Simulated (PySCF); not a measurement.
CH7NSn, SMILES [CH3][SnH2][NH2].

The structure is a stationary point at PBE-D3(BJ)/def2-SVP. The def2 effective core potentials stand for the cores of Sn; spin–orbit coupling is left out. One conformer was computed; it need not be the lowest.

The numbers are results of C-PCM-PBE0/def2-SVP in PySCF 2.14.0, not measurements.

The values are the electrostatic part of the solvation free energy, E(continuum) − E(gas) at the gas-phase geometry, in a cavity of scaled van der Waals radii (PySCF's table); cavitation and dispersion terms are not included. A continuum can't describe solvent molecules that bind to the metal. In vacuum the orbital gap is 7.26 eV. The dipole moment in vacuum is 2.00 D.

### Question
Estimate the values in water (ε = 78.36), chlorobenzene (ε = 5.70), dichloromethane (ε = 8.93). (Estimate from the structure and the level; the computed values follow.)

### Answer

```csv
solvent,ε,ΔG(elec) (kcal/mol),dipole (D),gap (eV)
water,78.36,-4.4,2.62,7.49
chlorobenzene,5.70,-3.6,2.49,7.45
dichloromethane,8.93,-3.9,2.54,7.47
```
